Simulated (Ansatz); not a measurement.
# BFOTe: where a starting geometry ends

The starting geometry of this gas-phase triplet was optimised with GFN2-xTB as a singlet.

```xyz
4

B    -2.4726    1.8928   -0.2151
F    -2.1530    1.5709    0.9923
O    -2.2605    1.7445   -1.4404
Te   -3.9243    3.2133   -1.2373
```

Problem. Predict what becomes of its bonds when it is optimised with PBE0-D3(BJ)/def2-SVP.

Solution. A bond breaks, giving a structure given below by its coordinates. Contacts that open: O3–Te4 (2.23 → 2.68 Å).

The energy falls by 0.57 eV over 8 steps:

```tsv
step	E − E(last) (eV)
1	0.569
2	0.076
3	0.013
4	0.006
5	0.000
6	0.000
7	0.000
8	0.000
```

Final geometry (Å):

```yaml
atoms:
  - { symbol: B, position_ang: [-2.4675, 1.8915, -0.3088] }
  - { symbol: F, position_ang: [-2.2357, 1.6450, 0.9626] }
  - { symbol: O, position_ang: [-2.0568, 1.5644, -1.4604] }
  - { symbol: Te, position_ang: [-4.0504, 3.3206, -1.0940] }
```

Frequencies at the end are all real (lowest 204 cm⁻¹). Open shells are spin-unrestricted. The triplet needn't be the ground state. Atoms past krypton carry core potentials, without spin–orbit terms. Run with Ansatz 0.2.0, 77 s on 1 thread of Intel(R) Xeon(R) Processor @ 2.50GHz (Skylake/Cascade Lake), on a shared host.
